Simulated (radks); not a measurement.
Question: Species: the germanium ion Ge+. Configuration: [Ar] 3d10 4s1 4p1 5p1 (not the ground configuration). All-electron calculation, Dirac Kohn-Sham, PBE, spin-unpolarised, spherical densities, point nucleus; open shells fill j = l - 1/2 first. Program: a radial shooting solver on a logarithmic mesh with Libxc functionals. Some entries of the table are withheld. Estimate them.

orbital  occ.  eigenvalue (hartree)  <r> (bohr)  <1/r> (bohr^-1)
1s1/2       2             -403.3078     0.04700            32.38
2s1/2       2                   (1)      0.2098            7.150
2p1/2       2             -45.42520      0.1812            7.111
2p3/2       4             -44.25377      0.1848            6.917
3s1/2       2              -6.79358      0.6240            2.292
3p1/2       2              -4.95715      0.6396              (2)
3p3/2       4              -4.79998      0.6502              (3)
3d3/2       4              -1.68938      0.7270            1.796
3d5/2       6              -1.66775      0.7321            1.783
4s1/2       1              -0.92667       1.937           0.6777
4p1/2       1                   (4)       2.322           0.5590
4p3/2       0                   (5)       2.355           0.5504
5s1/2       0              -0.25188       5.120           0.2512
4d3/2       0              -0.20165       4.360           0.2945
4d5/2       0              -0.20109       4.375           0.2935
5p1/2       1              -0.18228         (6)           0.2105
5p3/2       0              -0.18041         (7)           0.2089

Answer: 
(1) 2s1/2 eigenvalue (hartree): -50.99473
(2) 3p1/2 <1/r> (bohr^-1): 2.165
(3) 3p3/2 <1/r> (bohr^-1): 2.118
(4) 4p1/2 eigenvalue (hartree): -0.58619
(5) 4p3/2 eigenvalue (hartree): -0.57491
(6) 5p1/2 <r> (bohr): 6.117
(7) 5p3/2 <r> (bohr): 6.164
